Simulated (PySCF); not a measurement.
What does the PBE0-D3(BJ)/def2-SVP structure of `[GeH3][SiH2]O[SiH3]` look like in three dimensions?

```xyz
12
GeH8OSi2 angstrom
Si    -2.305    0.521    0.235
O     -1.005   -0.351   -0.311
Si     0.397   -1.129    0.126
Ge     2.232    0.365   -0.144
H     -3.227   -0.358    1.016
H     -1.850    1.642    1.114
H     -3.024    1.076   -0.944
H      0.564   -2.329   -0.746
H      0.318   -1.586    1.550
H      1.999    1.648    0.677
H      2.397    0.763   -1.623
H      3.545   -0.287    0.335
```

Any rigid rotation of these coordinates is as good. Atoms count from 1 in this order. Si1 (oxygen-bound silicon) is tetrahedral (angles from 108.3° to 110.5°). Ge4 (germanium bonded to Si and 3 H) is tetrahedral (angles from 108.2° to 110.8°). Si3 (oxygen-bound silicon) is tetrahedral (angles from 108.4° to 110.6°).

Bonds between heavy atoms (Å): Si1–O2 1.658, O2–Si3 1.662, Si3–Ge4 2.382.

Level of theory: PBE0-D3(BJ)/def2-SVP geometry optimisation, gas phase (PySCF).

Point group: C1 (no symmetry element, even within 0.4 Å). No PBE0-D3(BJ)/def2-SVP frequencies stand behind this structure, so it isn't proved a minimum. The numbers are those of one conformer (Si1–O2–Si3–Ge4 -95°).
